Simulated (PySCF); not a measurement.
# Multinuclear NMR of CH$_{7}$NO$_{2}$Si$_{3}$

Mapped SMILES: `[N:1]#[C:2][SiH2:3][O:4][SiH2:5][O:6][SiH3:7]`. Hydrogens are named by the atom that carries them.

- shielding tensors at PBE0/pcSseg-1 (GIAO)
- geometry: GFN2-xTB
- program: PySCF 2.14.0 with density-fitted response routines
- fast rotation and ring inversion assumed for equivalent nuclei, one conformer, no relativistic terms, gas phase

(1) Where does 29Si resonate?

(2) What are the 15N shifts?

(3) Where does 17O resonate?

## Answers

(1) 
```tsv
atoms	environment	σ (ppm)	δ (ppm)
Si7	silicon bonded to O, 3 H	387.2	-38.3
Si5	silicon bonded to 2 O, 2 H	394.6	-44.4
Si3	silicon bonded to C, O, 2 H	413.5	-59.9
```

Shieldings were converted by a linear fit to measured shifts: 29Si: δ = 279.94 − 0.822σ (rms 8.9 ppm, 72 shifts, 25.8 ppm with the 6 outliers that the fit left out vs TMS, solution or neat liquid). Occasional misses reach two or three times the rms, and more in compound classes unlike the fitted ones.

On a 400 MHz spectrometer 29Si resonates near 79.5 MHz, so 1 ppm is 79.5 Hz.

(2) 
| atoms | environment | σ (ppm) | δ (ppm) |
| --- | --- | --- | --- |
| N1 | nitrile nitrogen | -94.0 | -61.5 |

Shieldings were converted by a linear fit to measured shifts: 15N: δ = -148.07 − 0.921σ (rms 6.3 ppm, 71 shifts vs CH3NO2, solution or neat liquid). Occasional misses reach two or three times the rms, and more in compound classes unlike the fitted ones.

On a 500 MHz spectrometer 15N resonates near 50.7 MHz, so 1 ppm is 50.7 Hz.

(3) 
```json
{"atoms": "O4", "environment": "oxygen bonded to 2 Si", "σ (ppm)": "279.9", "δ (ppm)": "11.7"}
{"atoms": "O6", "environment": "oxygen bonded to 2 Si", "σ (ppm)": "294.6", "δ (ppm)": "-1.7"}
```

Shieldings were converted by a linear fit to measured shifts: 17O: δ = 266.70 − 0.911σ (rms 10.7 ppm, 155 shifts, 12.2 ppm with the 3 outliers that the fit left out vs liquid water, solution or neat liquid). Occasional misses reach two or three times the rms, and more in compound classes unlike the fitted ones.

On a 500 MHz spectrometer 17O resonates near 67.8 MHz, so 1 ppm is 67.8 Hz.
